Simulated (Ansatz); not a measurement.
Ansatz (a first-principles code) input (B3LYP/def2-TZVPD):

Ansatz 0.2 input:
```yaml
crystal:
  periodic: [false, false, false]
  atoms:
    - {symbol: C, position_ang: [2.25944736, -0.35172746, -1.00168097]}
    - {symbol: C, position_ang: [1.43005009, 0.42973446, -0.05034071]}
    - {symbol: C, position_ang: [0.40995222, -0.20412682, 0.83860163]}
    - {symbol: C, position_ang: [-1.01421397, 0.06221602, 0.38772159]}
    - {symbol: C, position_ang: [-1.85158559, 0.79127634, 1.12023553]}
    - {symbol: C, position_ang: [-1.40827661, -0.52912869, -0.93492785]}
    - {symbol: H, position_ang: [3.11715333, 0.22024998, -1.35951390]}
    - {symbol: H, position_ang: [1.69055957, -0.66172072, -1.89272040]}
    - {symbol: H, position_ang: [2.62951320, -1.27536921, -0.54448485]}
    - {symbol: H, position_ang: [1.43286079, 1.51179672, -0.11163594]}
    - {symbol: H, position_ang: [0.57701064, -1.28704176, 0.86851057]}
    - {symbol: H, position_ang: [0.51934845, 0.16560856, 1.86377964]}
    - {symbol: H, position_ang: [-2.86488473, 0.99085689, 0.79341798]}
    - {symbol: H, position_ang: [-1.55133678, 1.21207274, 2.07206495]}
    - {symbol: H, position_ang: [-2.44963312, -0.31642077, -1.17476948]}
    - {symbol: H, position_ang: [-1.26909739, -1.61454910, -0.93142182]}
    - {symbol: H, position_ang: [-0.78373488, -0.13494642, -1.74088210]}
basis:
  gaussian:
    orbitals: def2-TZVPD
hamiltonian:
  xc: {name: B3LYP}
magnetization: {spin_polarized: true, initial_magnetization: 1}
output: {forces: true}
```

Output:

```
Functional definition: B3LYP
integrals: 0.29 GiB planned
1605 factors; their error is unknown
0.49 GiB of the device are held for the grids
2.02 GiB of device memory are held for the factors and their scratch space
mean field: 2.89 GiB planned
mean field evaluation 1: about -6386.5664 eV, gradient 5.7e1 eV
mean field evaluation 2: about -6376.1241 eV, gradient 7.0e1 eV
mean field evaluation 4: about -6402.1459 eV, gradient 6.7e0 eV
mean field evaluation 8: about -6402.3492 eV, gradient 8.1e-2 eV
mean field evaluation 16: about -6402.3030 eV, gradient 1.0e-3 eV
mean field -6402.30295692 eV, -235.2802940302 hartree, gradient 6.2e-5 eV, S^2 0.754282; 0 other end points of the search recorded, 0 dependent functions left out
the calculation of the forces begins
reference -6402.30329810 eV, -235.2803065681 hartree; 24, 23 occupied and 297, 298 virtual orbitals, 1605 factors
Total energy: -6402.30329810 eV, -235.2803065681 hartree
Atom 0 at     2.259447    -0.351727    -1.001681 Å, force     0.031519     0.000041    -0.013183 eV/Å
Atom 1 at     1.430050     0.429734    -0.050341 Å, force     0.031368     0.008034     0.000836 eV/Å
Atom 2 at     0.409952    -0.204127     0.838602 Å, force     0.005595    -0.001027     0.019352 eV/Å
Atom 3 at    -1.014214     0.062216     0.387722 Å, force    -0.011369    -0.006443     0.002354 eV/Å
Atom 4 at    -1.851586     0.791276     1.120236 Å, force    -0.032996     0.020592     0.024446 eV/Å
Atom 5 at    -1.408277    -0.529129    -0.934928 Å, force    -0.027841    -0.008526    -0.016349 eV/Å
Atom 6 at     3.117153     0.220250    -1.359514 Å, force     0.009373     0.000069    -0.005686 eV/Å
Atom 7 at     1.690560    -0.661721    -1.892720 Å, force     0.013336    -0.004166    -0.012535 eV/Å
Atom 8 at     2.629513    -1.275369    -0.544485 Å, force     0.012594    -0.006722    -0.004220 eV/Å
Atom 9 at     1.432861     1.511797    -0.111636 Å, force     0.013296     0.016197    -0.000440 eV/Å
Atom 10 at     0.577011    -1.287042     0.868511 Å, force     0.006195    -0.012271     0.012096 eV/Å
Atom 11 at     0.519348     0.165609     1.863780 Å, force     0.003690    -0.000520     0.015194 eV/Å
Atom 12 at    -2.864885     0.990857     0.793418 Å, force    -0.012919     0.006237     0.004455 eV/Å
Atom 13 at    -1.551337     1.212073     2.072065 Å, force    -0.007978     0.008165     0.012420 eV/Å
Atom 14 at    -2.449633    -0.316421    -1.174769 Å, force    -0.009658    -0.003499    -0.010539 eV/Å
Atom 15 at    -1.269097    -1.614549    -0.931422 Å, force    -0.011639    -0.013445    -0.009442 eV/Å
Atom 16 at    -0.783735    -0.134946    -1.740882 Å, force    -0.012565    -0.002715    -0.018758 eV/Å
Dipole moment:     0.064319    -0.074495    -0.097877 e Å
```

It need not be the lowest isomer of its formula.
